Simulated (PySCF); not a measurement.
The second ionisation energy along the third row

Calculated with PySCF 2.14 from differences of total energies of unrestricted determinants, without spin-orbit coupling. Values in eV. The last column holds reference values (NIST; (s) semi-empirical, (t) theoretical, else measured). Unmarked ones compare directly (S terms, centres of terms, or small fine structure); those marked * lie between the lowest fine-structure levels and include a spin-orbit shift.

| element | configurations | UHF | MP2 (valence) | SCS-MP2 (valence) | CCSD (valence) | CCSD(T) (valence) | reference |
| --- | --- | --- | --- | --- | --- | --- | --- |
| Al (6-31G*, non-relativistic) | [Ne] 3s2 → [Ne] 3s1 | 17.552 | 18.253 | 18.393 | 18.611 | 18.611 | 18.829 |
| Si (6-31G*, non-relativistic) | [Ne] 3s2 3p1 → [Ne] 3s2 | 15.822 | 15.948 | 15.929 | 16.025 | 16.040 | 16.322 |
| P (6-31G*, non-relativistic) | [Ne] 3s2 3p2 → [Ne] 3s2 3p1 | 19.179 | 19.406 | 19.336 | 19.407 | 19.414 | 19.769 (s) * |
| S (6-31G*, non-relativistic) | [Ne] 3s2 3p3 → [Ne] 3s2 3p2 | 22.748 | 23.072 | 22.937 | 22.976 | 22.977 | 23.338 * |
| Cl (6-31G*, non-relativistic) | [Ne] 3s2 3p4 → [Ne] 3s2 3p3 | 22.497 | 22.863 | 22.888 | 22.859 | 22.869 | 23.771 |
| Ar (6-31G*, non-relativistic) | [Ne] 3s2 3p5 → [Ne] 3s2 3p4 | 26.385 | 26.948 | 26.921 | 26.883 | 26.889 | 27.630 * |

| method | elements | mean error (eV) | mean absolute error (eV) | largest error (eV) |
| --- | --- | --- | --- | --- |
| UHF | 3 | -1.017 | 1.017 | -1.276 |
| MP2 (valence) | 3 | -0.619 | 0.619 | -0.908 |
| SCS-MP2 (valence) | 3 | -0.571 | 0.571 | -0.883 |
| CCSD (valence) | 3 | -0.476 | 0.476 | -0.912 |
| CCSD(T) (valence) | 3 | -0.467 | 0.467 | -0.902 |

Errors include the incompleteness of the basis and the frozen core.

"Valence" correlates the outer s and p shells and, in groups 3 to 12 and the f block, the outer d or f shell, open or full, or the next shell where the ion has no valence electron left; the wider scheme adds the next inner shell.
